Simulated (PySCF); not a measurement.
Bond stretch in CCl, doublet.

Levels: UKS-wB97X-V = unrestricted wB97X-V/cc-pVDZ run with PySCF; UCCSD(T) = CCSD(T) on UHF/cc-pVDZ, 6 core orbitals frozen in PySCF; ROKS-CAM-B3LYP = restricted open-shell CAM-B3LYP/cc-pVDZ (PySCF).

Energies are in kcal/mol, each relative to the lowest point of its own curve near equilibrium.

| R / Å | UKS-wB97X-V | UCCSD(T) | ROKS-CAM-B3LYP |
|---|---|---|---|
| 1.33 | 71.6 | 77.8 | 70.6 |
| 1.38 | 46.5 | 51.5 | 46.0 |
| 1.47 | 18.2 | 21.4 | 18.1 |
| 1.54 | 6.6 | 8.6 | 6.7 |
| 1.61 | 1.1 | 2.1 | 1.2 |
| 1.65 | 0.0 | 0.4 | 0.0 |
| 1.71 | 0.3 | 0.0 | 0.2 |
| 1.75 | 1.5 | 0.8 | 1.3 |
| 1.81 | 4.5 | 3.1 | 4.1 |
| 1.92 | 12.3 | 9.7 | 11.6 |
| 2.03 | 22.0 | 18.1 | 20.9 |

At the longest distance, 2.03 Å, UKS-wB97X-V lies highest above its minimum (22.0 kcal/mol) and UCCSD(T) lowest (18.1 kcal/mol).

The scan ran from 1.33 to 6.63 Å; beyond the distances shown one of the unrestricted levels run for this scan, shown here or not, changes its spin distribution in one step.
